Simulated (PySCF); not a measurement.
**Electric field gradients and quadrupole coupling constants**

Species: C3H14OSi3.
Z-matrix (Å and degrees, GFN2-xTB geometry), rows numbered from 1:
```
C 
Si  1  1.9040
C   2  1.9035  1  110.90
C   2  1.9019  1  111.22  3  -124.86
O   2  1.6314  1  108.34  3   118.65
Si  5  1.6242  2  161.18  1   -48.40
Si  6  2.3016  5  109.11  2    62.30
H   1  1.0862  2  111.17  3  -176.04
H   1  1.0861  2  111.39  3   -56.24
H   1  1.0853  2  111.46  3    63.88
H   3  1.0854  2  111.60  1   -61.64
H   3  1.0860  2  111.17  1   178.16
H   3  1.0861  2  111.24  1    58.54
H   4  1.0857  2  111.27  1  -176.20
H   4  1.0859  2  111.26  1   -56.30
H   4  1.0854  2  111.18  1    63.77
H   6  1.4715  5  106.22  2   -61.60
H   6  1.4684  5  102.95  2  -174.63
H   7  1.4695  6  114.07  5    69.53
H   7  1.4698  6  115.02  5   -51.93
H   7  1.4686  6  110.90  5  -171.58
```

Field gradients from the PBE0/pcSseg-1 density (PySCF, non-relativistic), principal values in atomic units, ordered |Vxx| ≤ |Vyy| ≤ |Vzz|:

```tsv
atom	Vxx	Vyy	Vzz
O5	-0.5397	-0.5833	1.1230
```

Question: Find the asymmetry η = (Vxx − Vyy)/Vzz and the couplings χ = eQV/h (234.96 MHz × Q in barn × V in au), with Q(17O) = −0.0256 b.

Answer: 
```json
{"atom": "O5", "environment": "siloxane oxygen", "nucleus": "17O", "η": "0.04", "χzz (MHz)": "-6.75", "χxx (MHz)": "3.25", "χyy (MHz)": "3.51"}
```

The gradient is axial or nearly so (η below 0.05) at O5. 

Question: What is Vzz at O5 in SI units (1 au = 9.71736 × 10²¹ V/m²)?

Answer: 1.1230 au = 10.913 × 10²¹ V/m².

Question: What couplings would deuterons (Q(2H) = 0.00286 b) have in place of the hydrogens, at this geometry?

Answer: 
| atom | bonded to | bond length (Å) | Vzz (au) | η | χzz (kHz) |
| --- | --- | --- | --- | --- | --- |
| H8 | C1 | 1.086 | 0.3262 | 0.02 | 219 |
| H9 | C1 | 1.086 | 0.3263 | 0.02 | 219 |
| H10 | C1 | 1.085 | 0.3284 | 0.02 | 221 |
| H11 | C3 | 1.085 | 0.3279 | 0.01 | 220 |
| H12 | C3 | 1.086 | 0.3265 | 0.02 | 219 |
| H13 | C3 | 1.086 | 0.3265 | 0.02 | 219 |
| H14 | C4 | 1.086 | 0.3270 | 0.02 | 220 |
| H15 | C4 | 1.086 | 0.3268 | 0.02 | 220 |
| H16 | C4 | 1.085 | 0.3279 | 0.01 | 220 |
| H17 | Si6 | 1.471 | 0.1552 | 0.03 | 104 |
| H18 | Si6 | 1.468 | 0.1577 | 0.02 | 106 |
| H19 | Si7 | 1.469 | 0.1611 | 0.00 | 108 |
| H20 | Si7 | 1.470 | 0.1610 | 0.00 | 108 |
| H21 | Si7 | 1.469 | 0.1614 | 0.00 | 108 |

The structure is a single GFN2-xTB conformer in the gas phase; no vibrational or solvent corrections. GFN2-xTB bond lengths can be off by several hundredths of an ångström, more for odd bonds, and the gradients follow them. A larger basis could move these couplings by a tenth or more.

These values come from a run that also computed NMR shieldings. On Arm Neoverse V1, one thread, on a shared host, this took 40 s of wall time.
